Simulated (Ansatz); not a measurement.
Total energies of ClGeHS, SMILES `[SH][Ge][Cl]`.

Cartesian coordinates in Å:
```
S -0.494 -1.315 -0.413
Ge 1.126 -0.290 0.744
Cl 0.505 1.798 0.450
H -1.137 -0.194 -0.781
```

Charge 0, multiplicity 1. Correlated methods include outer-core shells of Ge, which these sets cover unevenly. Scalar relativity is left out up to krypton. Geometry: relaxed with PBE0-D4/def2-TZVP. It is one conformer, not always the lowest. Basis def2-TZVPP, Ansatz.

RPA on PBE orbitals: Hartree–Fock energy of these orbitals -2933.02329 Eh, correlation -0.95957 Eh (frozen core).

| functional | energy without D4 (Eh) | D4 term (kJ/mol) |
| --- | --- | --- |
| LDA (SPW92) | -2930.08236 | – |
| PBE | -2935.42797 | -12.0 |
| revPBE | -2935.78383 | -29.5 |
| BLYP | -2936.15788 | -26.0 |
| r2SCAN | -2936.02871 | -2.4 |
| B97M-V | -2935.48414 | – |
| PBE0 | -2935.54384 | -10.2 |
| B3LYP | -2936.17656 | -20.1 |
| r2SCANh | -2936.01611 | -2.7 |
| r2SCAN0 | -2935.99848 | -3.1 |
| HSE06 (plane-wave form) | -2935.52972 | -9.7 |
| BHLYP | -2936.07253 | -18.6 |
| CAM-B3LYP | -2936.23810 | -10.6 |
| LC-ωPBE | -2935.56624 | – |
| ωB97X-V | -2935.76956 | – |
| ωB97M-V | -2935.93813 | – |
| B2PLYP | -2935.47181 | – |
| PBE-QIDH | -2935.03979 | – |

B3LYP takes the VWN-RPA correlation (the form of Gaussian; ORCA's B3LYP/G). HSE06 is the plane-wave form, built on full-range PBE exchange. The double hybrids freeze the cores in their second-order part.

LC-ωPBE has ω = 0.4 bohr⁻¹.
